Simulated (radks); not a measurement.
Question: Ionisation of the caesium ion Cs2+, [Kr] 4d10 5s2 5p5, to [Kr] 4d10 5s2 5p4 as the strength of local exchange is varied. Calculated with a radial shooting solver on a logarithmic mesh with Libxc functionals: Dirac Kohn-Sham, Slater X-alpha exchange (alpha = 2/3 is LDA exchange), no correlation, spin-unpolarised, spherical densities, finite nucleus; open shells fill j = l - 1/2 first; Fermi nuclear charge, rms radius 4.8041 fm.

alpha  E(Cs2+) (hartree)  exchange (hartree)  IE (eV)  -e of the level emptied (eV)  <r> of it (bohr)
0.637         -7769.6244           -172.5179   31.739                26.481 (5p3/2)             2.034
0.667         -7777.7532           -180.8181   32.193                26.916 (5p3/2)             2.024
0.711         -7789.6897           -193.0202   32.866                27.561 (5p3/2)             2.010
0.872         -7833.5110           -237.9573   35.384                29.981 (5p3/2)             1.960
?             -7815.5196           -219.4811   34.341                28.977 (5p3/2)             1.980

Which alpha was used in the last row?

Answer: alpha = 0.806. NIST Atomic Spectra Database: 33.195 eV (semi-empirical). The Delta-SCF value meets it near alpha = 0.73. Spin polarisation and multiplet splitting are left out, so open shells lie too high by an amount that depends on their filling.

Beside tabulated values, note that spin-unpolarised runs miss the spin-polarisation part of the exchange energy of open shells.
